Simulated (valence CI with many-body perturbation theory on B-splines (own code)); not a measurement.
# Forbidden lines of Nd39+

Method: relativistic CI+MBPT: three valence electrons over a frozen Dirac-Fock core [Ar], radial functions for each j: 9 s, 9 p, 10 d, 8 f, 5 g, 3 h, 1 i, with the one-electron correlation potential Σ1, the two-electron term Σ2, the three-electron term Σ3, Breit, model QED; selected CI, second order for the rest (own B-spline code, finite nucleus).

No measured spectrum was set against this ion. As an estimate, large intervals hold to a few tenths of a per cent, small ones and those within an open d or f shell to about a per cent. Only levels of the ground parity were solved; by the run's estimate the other parity begins above the list, which can be wrong where configurations are misplaced.

Lines 1 to 50 of 63 in falling wavelength, among levels below 102.725 eV, chosen from the decays that carry over 1 % of a level's rate. Wavelengths and rates use the calculated energies. S is in atomic units (e²a₀⁴ for E2 and M2, e²a₀⁶ for E3), for M1 in squared Bohr magnetons. Weak lines are less certain than strong ones. Lines between different terms over intervals too small for the method are left out, as are lines whose strength nearly cancels. The highest levels of a list are the least certain.

Levels are named by their leading jj configuration (3d3/2^4 stands for four electrons in 3d with j = 3/2), which in mixed levels can hold well under half, so a name can repeat and another be missing. Letters in brackets count levels of one name in rising energy.

| λ vac (Å) | Upper | Lower | Type | A (s⁻¹) | S (a.u.) |
| --- | --- | --- | --- | --- | --- |
| 10980 | (3d3/2^2 3d5/2) J=9/2 | (3d3/2^2 3d5/2) J=7/2 | M1 | 6.88e+00 | 3.37e+00 |
| 3379 | (3d3/2^2 3d5/2) J=1/2 | (3d3/2^2 3d5/2) J=3/2 | M1 | 5.95e+02 | 1.70e+00 |
| 1774 | (3d3/2^2 3d5/2) J=7/2 | (3d3/2^2 3d5/2) J=5/2 [a] | M1 | 3.30e+03 | 5.46e+00 |
| 1609 | (3d3/2 3d5/2^2) J=11/2 | (3d3/2 3d5/2^2) J=9/2 | M1 | 1.32e+03 | 2.44e+00 |
| 1358 | (3d3/2 3d5/2^2) J=5/2 [b] | (3d3/2 3d5/2^2) J=3/2 [a] | M1 | 2.73e+03 | 1.52e+00 |
| 1018 | (3d3/2 3d5/2^2) J=5/2 [a] | (3d3/2 3d5/2^2) J=7/2 [a] | M1 | 3.29e+03 | 7.73e-01 |
| 866.3 | (3d5/2^3) J=3/2 | (3d3/2 3d5/2^2) J=3/2 [b] | M1 | 6.92e+03 | 6.68e-01 |
| 745.0 | (3d3/2 3d5/2^2) J=5/2 [a] | (3d3/2^2 3d5/2) J=5/2 [b] | M1 | 1.33e+04 | 1.23e+00 |
| 738.5 | (3d3/2^2 3d5/2) J=5/2 [b] | (3d3/2^2 3d5/2) J=7/2 | M1 | 2.59e+03 | 2.32e-01 |
| 693.3 | (3d3/2 3d5/2^2) J=7/2 [b] | (3d3/2 3d5/2^2) J=7/2 [a] | M1 | 6.13e+03 | 6.05e-01 |
| 680.6 | (3d3/2^2 3d5/2) J=5/2 [b] | (3d3/2^2 3d5/2) J=3/2 | M1 | 1.88e+04 | 1.32e+00 |
| 625.2 | (3d5/2^3) J=9/2 | (3d3/2 3d5/2^2) J=11/2 | M1 | 1.05e+04 | 9.50e-01 |
| 614.3 | (3d3/2 3d5/2^2) J=3/2 [b] | (3d3/2 3d5/2^2) J=1/2 | M1 | 2.23e+04 | 7.65e-01 |
| 610.3 | (3d3/2 3d5/2^2) J=5/2 [b] | (3d3/2^2 3d5/2) J=5/2 [b] | M1 | 5.20e+04 | 2.63e+00 |
| 598.0 | (3d5/2^3) J=5/2 | (3d3/2 3d5/2^2) J=3/2 [b] | M1 | 1.37e+04 | 6.54e-01 |
| 595.6 | (3d3/2^2 3d5/2) J=5/2 [a] | (3d3/2^3) J=3/2 | M1 | 1.31e+05 | 6.15e+00 |
| 583.4 | (3d3/2 3d5/2^2) J=7/2 [a] | (3d3/2^2 3d5/2) J=7/2 | M1 | 5.31e+04 | 3.13e+00 |
| 556.9 | (3d3/2 3d5/2^2) J=3/2 [b] | (3d3/2 3d5/2^2) J=3/2 [a] | M1 | 3.66e+04 | 9.37e-01 |
| 554.8 | (3d3/2 3d5/2^2) J=7/2 [b] | (3d3/2^2 3d5/2) J=5/2 [b] | M1 | 7.31e+03 | 3.70e-01 |
| 542.1 | (3d3/2 3d5/2^2) J=9/2 | (3d3/2^2 3d5/2) J=9/2 | M1 | 9.83e+04 | 5.80e+00 |
| 521.4 | (3d3/2^2 3d5/2) J=5/2 [b] | (3d3/2^2 3d5/2) J=5/2 [a] | M1 | 4.48e+03 | 1.41e-01 |
| 516.6 | (3d3/2 3d5/2^2) J=9/2 | (3d3/2^2 3d5/2) J=7/2 | M1 | 6.20e+04 | 3.17e+00 |
| 481.8 | (3d3/2 3d5/2^2) J=3/2 [a] | (3d3/2^2 3d5/2) J=1/2 | M1 | 3.79e+04 | 6.29e-01 |
| 470.1 | (3d3/2^2 3d5/2) J=3/2 | (3d3/2^3) J=3/2 | M1 | 1.17e+05 | 1.80e+00 |
| 450.2 | (3d5/2^3) J=9/2 | (3d3/2 3d5/2^2) J=9/2 | M1 | 1.48e+05 | 5.00e+00 |
| 445.8 | (3d3/2 3d5/2^2) J=1/2 | (3d3/2^2 3d5/2) J=1/2 | M1 | 2.16e+05 | 1.42e+00 |
| 439.0 | (3d3/2 3d5/2^2) J=7/2 [a] | (3d3/2^2 3d5/2) J=5/2 [a] | M1 | 2.25e+05 | 5.65e+00 |
| 421.7 | (3d3/2 3d5/2^2) J=3/2 [a] | (3d3/2^2 3d5/2) J=3/2 | M1 | 2.23e+05 | 2.48e+00 |
| 412.7 | (3d3/2^2 3d5/2) J=1/2 | (3d3/2^3) J=3/2 | M1 | 4.28e+04 | 2.23e-01 |
| 409.3 | (3d5/2^3) J=9/2 | (3d3/2 3d5/2^2) J=7/2 [a] | M1 | 1.99e+05 | 5.06e+00 |
| 405.4 | (3d3/2 3d5/2^2) J=11/2 | (3d3/2^2 3d5/2) J=9/2 | M1 | 6.96e+04 | 2.07e+00 |
| 398.4 | (3d5/2^3) J=3/2 | (3d3/2 3d5/2^2) J=5/2 [a] | M1 | 1.52e+05 | 1.42e+00 |
| 393.8 | (3d3/2 3d5/2^2) J=1/2 | (3d3/2^2 3d5/2) J=3/2 | M1 | 1.06e+04 | 4.82e-02 |
| 389.5 | (3d5/2^3) J=5/2 | (3d3/2 3d5/2^2) J=7/2 [b] | M1 | 5.94e+04 | 7.81e-01 |
| 370.9 | (3d3/2 3d5/2^2) J=5/2 [a] | (3d3/2^2 3d5/2) J=7/2 | M1 | 1.99e+04 | 2.26e-01 |
| 370.7 | (3d3/2 3d5/2^2) J=3/2 [b] | (3d3/2^2 3d5/2) J=5/2 [b] | M1 | 1.32e+05 | 9.95e-01 |
| 366.1 | (3d5/2^3) J=5/2 | (3d3/2 3d5/2^2) J=5/2 [b] | M1 | 1.28e+05 | 1.40e+00 |
| 359.4 | (3d5/2^3) J=3/2 | (3d3/2 3d5/2^2) J=1/2 | M1 | 7.17e+04 | 4.94e-01 |
| 355.7 | (3d3/2 3d5/2^2) J=5/2 [a] | (3d3/2^2 3d5/2) J=3/2 | M1 | 1.04e+05 | 1.04e+00 |
| 354.6 | (3d3/2 3d5/2^2) J=3/2 [a] | (3d3/2^2 3d5/2) J=5/2 [a] | M1 | 1.16e+05 | 7.66e-01 |
| 339.0 | (3d5/2^3) J=3/2 | (3d3/2 3d5/2^2) J=3/2 [a] | M1 | 1.20e+05 | 6.91e-01 |
| 334.1 | (3d3/2 3d5/2^2) J=5/2 [b] | (3d3/2^2 3d5/2) J=7/2 | M1 | 6.08e+04 | 5.04e-01 |
| 330.3 | (3d5/2^3) J=5/2 | (3d3/2 3d5/2^2) J=5/2 [a] | M1 | 8.62e+04 | 6.91e-01 |
| 326.2 | (3d3/2 3d5/2^2) J=7/2 [b] | (3d3/2^2 3d5/2) J=9/2 | M1 | 4.14e+04 | 4.26e-01 |
| 321.8 | (3d3/2 3d5/2^2) J=5/2 [b] | (3d3/2^2 3d5/2) J=3/2 | M1 | 4.45e+03 | 3.30e-02 |
| 316.8 | (3d3/2 3d5/2^2) J=7/2 [b] | (3d3/2^2 3d5/2) J=7/2 | M1 | 3.46e+04 | 3.27e-01 |
| 306.7 | (3d3/2 3d5/2^2) J=5/2 [a] | (3d3/2^2 3d5/2) J=5/2 [a] | M1 | 1.94e+04 | 1.24e-01 |
| 288.3 | (3d5/2^3) J=5/2 | (3d3/2 3d5/2^2) J=3/2 [a] | M1 | 1.65e+05 | 8.82e-01 |
| 281.2 | (3d3/2 3d5/2^2) J=5/2 [b] | (3d3/2^2 3d5/2) J=5/2 [a] | M1 | 4.65e+03 | 2.30e-02 |
| 278.0 | (3d3/2^2 3d5/2) J=5/2 [b] | (3d3/2^3) J=3/2 | M1 | 1.45e+04 | 6.92e-02 |
